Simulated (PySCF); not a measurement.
## Electronic absorption of C2H5BrS2Si

Compound: C2H5BrS2Si.
SMILES: `Br[SiH]1SCCS1`

Method: TDDFT wB97X-D/def2-SVPD, vertical, gas phase, core orbitals frozen in the response (PySCF). Isolated species at its PBE0-D3(BJ)/def2-SVP geometry (one conformer only). Relativistic effects, spin–orbit coupling among them, are left out although an element past zinc is present.

```
state  λ (nm)  E (eV)       f   main configurations (H = HOMO, L = LUMO)
   S1   231.1    5.36  0.0009                                  H→L (86%)
   S2   219.4    5.65  0.0036                                H-1→L (78%)
   S3   202.9    6.11   0.021                                H→L+1 (64%)
   S4   195.8    6.33   0.038                 H→L+2 (66%), H-1→L+2 (12%)
   S5   189.1    6.56  0.0076  H-1→L+1 (38%), H-1→L+2 (32%), H→L+1 (13%)
   S6   185.8    6.67   0.042  H-1→L+1 (36%), H-1→L+2 (30%), H→L+2 (14%)
   S7   179.4    6.91   0.010                 H-2→L+1 (74%), H-2→L (14%)
   S8   176.9    7.01   0.011                 H-3→L+1 (48%), H-3→L (26%)
   S9   174.3    7.11  0.0019    H-3→L+1 (30%), H-3→L (24%), H→L+3 (18%)
  S10   173.2    7.16  0.0093                                H→L+3 (48%)
```

Triplets, Tamm–Dancoff:

```csv
state,E (eV),λ (nm),"main configurations (H = HOMO, L = LUMO)"
T1,5.04,246.1,H→L (79%)
T2,5.29,234.5,H-1→L (69%)
T3,5.63,220.2,"H→L+1 (53%), H-1→L+1 (11%)"
T4,5.76,215.1,"H→L+2 (38%), H-1→L+2 (19%), H-1→L+1 (19%)"
```

The lowest singlet lies at 5.36 eV (231 nm, ultraviolet) and is very weak; its leading configuration is HOMO→LUMO (86%). The strongest level in the table is S6 at 6.67 eV (186 nm, f = 0.042). Löwdin shares by element: HOMO sulfur 71%, bromine 8%, carbon 7% or more; LUMO sulfur 57%, silicon 15%, carbon 8% or more (atoms not listed hold the other 20%). Weighted by f, the mean energy of these states is 6.54 eV. Of the 10 states listed, 5 reach f = 0.01 and none stays under 0.0005. Orbital energies (eV): HOMO-3 -10.34, HOMO-2 -10.33, HOMO-1 -9.42, HOMO -9.12, LUMO 1.01, LUMO+1 1.29, LUMO+2 1.55. The vertical ionisation energy (ΔSCF) is 9.32 eV, 2.17 eV above S10. Only the lowest 10 singlets were computed, as vertical energies without vibronic structure.

Hardware: Arm Neoverse V1, one thread, shared host. Cost: 2.1 min wall.
